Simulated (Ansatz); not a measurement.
Ansatz (a quantum-chemistry and plane-wave program) input file for C3H3F4, SMILES F[C](F)CC(F)F (connectivity only; charge and spin as stated), charge +1, multiplicity 1, PBE-D3(BJ)/def2-SVP. 

Ansatz 0.2 input:
```yaml
crystal:
  periodic: [false, false, false]
  atoms:
    - {symbol: F, position_ang: [1.63657747, -0.29373407, -1.03765614]}
    - {symbol: C, position_ang: [1.23002312, -0.10127743, 0.12322375]}
    - {symbol: F, position_ang: [1.94846605, 0.65919758, 0.80461305]}
    - {symbol: C, position_ang: [-0.00233701, -0.65750793, 0.61357722]}
    - {symbol: C, position_ang: [-1.24011999, 0.25994646, 0.20550811]}
    - {symbol: F, position_ang: [-1.10106944, 0.57248659, -1.08142412]}
    - {symbol: F, position_ang: [-2.31605589, -0.47176187, 0.39279605]}
    - {symbol: H, position_ang: [-0.18499112, -1.62174207, 0.11161259]}
    - {symbol: H, position_ang: [0.02379208, -0.75604676, 1.70875362]}
    - {symbol: H, position_ang: [-1.27546121, 1.17512802, 0.82081979]}
basis:
  gaussian:
    orbitals: def2-SVP
hamiltonian:
  xc: pbe
  dispersion: d3bj
total_charge: 1
relax: {f_tol: 0.002, max_steps: 200}
```

Log of the run:

```
WARN ansatz: RAYON_NUM_THREADS=1 ignored (pool sized by the plan → 1); use --threads N
Functional definition: PBE
integrals: 0.06 GiB planned
1240 factors; their error is unknown
mean field: 0.32 GiB planned
mean field evaluation 1: about -13984.4274 eV, gradient 6.9e1 eV
mean field evaluation 2: about -13951.8075 eV, gradient 1.3e2 eV
mean field evaluation 4: about -13993.0792 eV, gradient 7.3e0 eV
mean field evaluation 8: about -13993.2265 eV, gradient 1.7e-1 eV
mean field evaluation 16: about -13993.1479 eV, gradient 2.2e-3 eV
mean field -13993.14793065 eV, -514.2387015552 hartree, gradient 6.4e-5 eV, S^2 0.000000; 0 other end points of the search recorded, 0 dependent functions left out
the calculation of the forces begins
reference -13993.14795284 eV, -514.2387023706 hartree; 28, 28 occupied and 85, 85 virtual orbitals, 1240 factors
relax step   1: F+E_penalty+E_count = -13993.32035077 eV  Δ(F+E_penalty+E_count) = +0.000e0 eV  max|allowed force component| = 1.269e0 eV/Å  Δτ_max = 0.0000 Å  (30 SCF iters, accepted)
these checks for a lower state are left out or cut short: starts, cluster_reference, orbital_swaps, neighbouring_geometries, increment
integrals: 0.06 GiB planned
1240 factors; their error is unknown
mean field: 0.32 GiB planned
mean field -13993.19094038 eV, -514.2402821334 hartree, gradient 2.5e-5 eV, S^2 0.000000; 0 other end points of the search recorded, 0 dependent functions left out
the calculation of the forces begins
reference -13993.19096256 eV, -514.2402829486 hartree; 28, 28 occupied and 85, 85 virtual orbitals, 1240 factors
relax step   2: F+E_penalty+E_count = -13993.36249652 eV  Δ(F+E_penalty+E_count) = -4.215e-2 eV  max|allowed force component| = 5.021e-1 eV/Å  Δτ_max = 0.0200 Å  (31 SCF iters, accepted)
these checks for a lower state are left out or cut short: starts, cluster_reference, orbital_swaps, neighbouring_geometries, increment
integrals: 0.06 GiB planned
1240 factors; their error is unknown
mean field: 0.32 GiB planned
mean field evaluation 32: about -13993.1968 eV, gradient 1.4e-3 eV
mean field -13993.19675129 eV, -514.2404956803 hartree, gradient 2.5e-5 eV, S^2 0.000000; 0 other end points of the search recorded, 0 dependent functions left out
the calculation of the forces begins
reference -13993.19677329 eV, -514.2404964889 hartree; 28, 28 occupied and 85, 85 virtual orbitals, 1240 factors
relax step   3: F+E_penalty+E_count = -13993.36756828 eV  Δ(F+E_penalty+E_count) = -5.072e-3 eV  max|allowed force component| = 2.667e-1 eV/Å  Δτ_max = 0.0241 Å  (30 SCF iters, accepted)
these checks for a lower state are left out or cut short: starts, cluster_reference, orbital_swaps, neighbouring_geometries, increment
integrals: 0.06 GiB planned
1240 factors; their error is unknown
mean field: 0.32 GiB planned
mean field -13993.20048534 eV, -514.2406329042 hartree, gradient 2.5e-5 eV, S^2 0.000000; 0 other end points of the search recorded, 0 dependent functions left out
the calculation of the forces begins
reference -13993.20050746 eV, -514.2406337170 hartree; 28, 28 occupied and 85, 85 virtual orbitals, 1240 factors
relax step   4: F+E_penalty+E_count = -13993.37139164 eV  Δ(F+E_penalty+E_count) = -3.823e-3 eV  max|allowed force component| = 9.474e-2 eV/Å  Δτ_max = 0.0149 Å  (31 SCF iters, accepted)
these checks for a lower state are left out or cut short: starts, cluster_reference, orbital_swaps, neighbouring_geometries, increment
integrals: 0.06 GiB planned
1240 factors; their error is unknown
mean field: 0.32 GiB planned
mean field -13993.20103008 eV, -514.2406529232 hartree, gradient 2.5e-5 eV, S^2 0.000000; 0 other end points of the search recorded, 0 dependent functions left out
the calculation of the forces begins
reference -13993.20105226 eV, -514.2406537381 hartree; 28, 28 occupied and 85, 85 virtual orbitals, 1240 factors
relax step   5: F+E_penalty+E_count = -13993.37189206 eV  Δ(F+E_penalty+E_count) = -5.004e-4 eV  max|allowed force component| = 4.580e-2 eV/Å  Δτ_max = 0.0129 Å  (31 SCF iters, accepted)
these checks for a lower state are left out or cut short: starts, cluster_reference, orbital_swaps, neighbouring_geometries, increment
integrals: 0.06 GiB planned
1240 factors; their error is unknown
mean field: 0.32 GiB planned
mean field -13993.20125593 eV, -514.2406612231 hartree, gradient 2.5e-5 eV, S^2 0.000000; 0 other end points of the search recorded, 0 dependent functions left out
the calculation of the forces begins
reference -13993.20127810 eV, -514.2406620377 hartree; 28, 28 occupied and 85, 85 virtual orbitals, 1240 factors
relax step   6: F+E_penalty+E_count = -13993.37213879 eV  Δ(F+E_penalty+E_count) = -2.467e-4 eV  max|allowed force component| = 1.466e-2 eV/Å  Δτ_max = 0.0035 Å  (33 SCF iters, accepted)
these checks for a lower state are left out or cut short: starts, cluster_reference, orbital_swaps, neighbouring_geometries, increment
integrals: 0.06 GiB planned
1240 factors; their error is unknown
mean field: 0.32 GiB planned
mean field -13993.20133839 eV, -514.2406642534 hartree, gradient 2.5e-5 eV, S^2 0.000000; 0 other end points of the search recorded, 0 dependent functions left out
the calculation of the forces begins
reference -13993.20136058 eV, -514.2406650688 hartree; 28, 28 occupied and 85, 85 virtual orbitals, 1240 factors
relax step   7: F+E_penalty+E_count = -13993.37220266 eV  Δ(F+E_penalty+E_count) = -6.387e-5 eV  max|allowed force component| = 1.668e-2 eV/Å  Δτ_max = 0.0068 Å  (32 SCF iters, accepted)
these checks for a lower state are left out or cut short: starts, cluster_reference, orbital_swaps, neighbouring_geometries, increment
integrals: 0.06 GiB planned
1240 factors; their error is unknown
mean field: 0.32 GiB planned
mean field evaluation 64: about -13993.2819 eV, gradient 1.5e-3 eV
mean field -13993.20144443 eV, -514.2406681500 hartree, gradient 2.5e-5 eV, S^2 0.000000; 0 other end points of the search recorded, 0 dependent functions left out
the calculation of the forces begins
reference -13993.20146664 eV, -514.2406689666 hartree; 28, 28 occupied and 85, 85 virtual orbitals, 1240 factors
relax step   8: F+E_penalty+E_count = -13993.37227946 eV  Δ(F+E_penalty+E_count) = -7.680e-5 eV  max|allowed force component| = 1.006e-2 eV/Å  Δτ_max = 0.0093 Å  (32 SCF iters, accepted)
these checks for a lower state are left out or cut short: starts, cluster_reference, orbital_swaps, neighbouring_geometries, increment
integrals: 0.06 GiB planned
1240 factors; their error is unknown
mean field: 0.32 GiB planned
mean field -13993.20147636 eV, -514.2406693236 hartree, gradient 2.5e-5 eV, S^2 0.000000; 0 other end points of the search recorded, 0 dependent functions left out
the calculation of the forces begins
reference -13993.20149859 eV, -514.2406701406 hartree; 28, 28 occupied and 85, 85 virtual orbitals, 1240 factors
relax step   9: F+E_penalty+E_count = -13993.37229256 eV  Δ(F+E_penalty+E_count) = -1.310e-5 eV  max|allowed force component| = 3.698e-3 eV/Å  Δτ_max = 0.0042 Å  (32 SCF iters, accepted)
these checks for a lower state are left out or cut short: starts, cluster_reference, orbital_swaps, neighbouring_geometries, increment
integrals: 0.06 GiB planned
1240 factors; their error is unknown
mean field: 0.32 GiB planned
mean field -13993.20148287 eV, -514.2406695629 hartree, gradient 7.7e-6 eV, S^2 0.000000; 0 other end points of the search recorded, 0 dependent functions left out
the calculation of the forces begins
reference -13993.20150511 eV, -514.2406703802 hartree; 28, 28 occupied and 85, 85 virtual orbitals, 1240 factors
relax step  10: F+E_penalty+E_count = -13993.37229526 eV  Δ(F+E_penalty+E_count) = -2.700e-6 eV  max|allowed force component| = 2.760e-3 eV/Å  Δτ_max = 0.0014 Å  (24 SCF iters, accepted)
these checks for a lower state are left out or cut short: starts, cluster_reference, orbital_swaps, neighbouring_geometries, increment
integrals: 0.06 GiB planned
1240 factors; their error is unknown
mean field: 0.32 GiB planned
mean field -13993.20148277 eV, -514.2406695592 hartree, gradient 5.1e-5 eV, S^2 0.000000; 0 other end points of the search recorded, 0 dependent functions left out
the calculation of the forces begins
reference -13993.20150501 eV, -514.2406703764 hartree; 28, 28 occupied and 85, 85 virtual orbitals, 1240 factors
relax step  11: F+E_penalty+E_count = -13993.37229637 eV  Δ(F+E_penalty+E_count) = -1.105e-6 eV  max|allowed force component| = 1.478e-3 eV/Å  Δτ_max = 0.0005 Å  (20 SCF iters, accepted)
integrals: 0.06 GiB planned
1240 factors; their error is unknown
mean field: 0.32 GiB planned
mean field evaluation 96: about -13993.2817 eV, gradient 1.7e-1 eV
mean field -13993.20148277 eV, -514.2406695592 hartree, gradient 5.1e-5 eV, S^2 0.000000; 1 other end points of the search recorded, 0 dependent functions left out
the calculation of the forces begins
reference -13993.20150501 eV, -514.2406703764 hartree; 28, 28 occupied and 85, 85 virtual orbitals, 1240 factors
Total energy: -13993.37231860 eV, -514.2469476603 hartree
Atom 0 at     1.669278    -0.280047    -1.047039 Å, force    -0.000217    -0.000588     0.000065 eV/Å
Atom 1 at     1.249115    -0.108905     0.135403 Å, force    -0.000019     0.001292     0.000832 eV/Å
Atom 2 at     1.968079     0.666897     0.837621 Å, force    -0.000054    -0.000187    -0.000263 eV/Å
Atom 3 at     0.011786    -0.668576     0.606939 Å, force    -0.000668    -0.000765    -0.001478 eV/Å
Atom 4 at    -1.258618     0.268407     0.195699 Å, force     0.001100     0.000188     0.001139 eV/Å
Atom 5 at    -1.150483     0.552516    -1.109536 Å, force    -0.000601     0.000125    -0.000254 eV/Å
Atom 6 at    -2.337323    -0.465341     0.436661 Å, force     0.000569     0.000374    -0.000300 eV/Å
Atom 7 at    -0.185119    -1.630203     0.089570 Å, force     0.000286    -0.000121     0.000273 eV/Å
Atom 8 at     0.012186    -0.769209     1.709894 Å, force    -0.000046    -0.000084     0.000335 eV/Å
Atom 9 at    -1.260077     1.199150     0.806611 Å, force    -0.000351    -0.000234    -0.000349 eV/Å
Dipole moment:     0.524270    -0.137447     0.473681 e Å
```

The run converged.

Cost: roughly 25 core-seconds.
